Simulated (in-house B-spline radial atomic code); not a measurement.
Results of a calculation; reference values are marked as such.
## Two electrons in Si: a parabolic dot with ħω = 4.03 meV in all three directions

For Si the NSM archive of the Ioffe Institute lists m_l = 0.98 m0, m_t = 0.19 m0 and ε = 11.7; the model takes one isotropic valley with the conductivity mass 3/(1/m_l + 2/m_t) = 0.26 m0, and so misses anisotropy and the other valleys. All triplets below are those of one valley; with several valleys two electrons can form a triplet in the 1s orbital itself, at an energy set by the valley splitting.

Effective-mass model with parabolic bands, a uniform dielectric constant, no image charges, no central-cell or spin-orbit terms. Two-electron levels come from full CI in B-splines with partial waves to l = 5 (up to 0.001 effective hartree above the limit).

What are the effective units, and what is the potential in them?

Ha* = 27211.386 meV × 0.26/11.7² = 51.68 meV and a* = 0.0529177 nm × 11.7/0.26 = 2.381 nm. The frequency is ω = 0.0779 Ha*. The one-electron levels are 3ω/2 = 0.1168 and 5ω/2 = 0.1947 Ha*.

In these units the lowest s and p orbitals lie at 0.116850 and 0.194750, and their Coulomb and exchange integrals are J_ss = 0.222694, J_sp = 0.185579 and K_sp = 0.03712. (For a parabolic well J_ss = √(2ω/π).) Full CI gives 0.406337 for the ground singlet, 0.445339 for the sp triplet, 0.484255 for the sp singlet and 0.523243 for the lowest triplet of two s orbitals.

What does it cost to add the second electron, to first order and exactly?

To first order E = 2ε_s + J_ss = 0.456394, so the charging energy E(2) − 2E(1) is J_ss = 11.51 meV. CI gives 0.406337 − 2 × (0.116850) = 0.172637, or 8.923 meV: relaxation and correlation lower it by 2.587 meV, 22.5 % of J_ss. The s² configuration of one-electron orbitals holds 79.8 % of the state, and the mean radius is 11.7 nm.

How far above the singlet do the triplets lie?

To first order the sp triplet lies at ε_s + ε_p + J_sp − K_sp = 0.460063, which is 0.1896 meV above 2ε_s + J_ss. CI gives 0.445339 − (0.406337) = 0.039002, or 2.016 meV, 50 % of the orbital spacing of 4.026 meV. The ss triplet lies 6.042 meV up, so the lower of the two is the sp one, and its gap equals k_BT at 23.4 K. The sp singlet-triplet splitting is 2.011 meV, against 2K_sp = 3.837 meV. The sp singlet lies ħω above the ground state (0.077917 against 0.0779), as Kohn's theorem demands for a parabolic well.
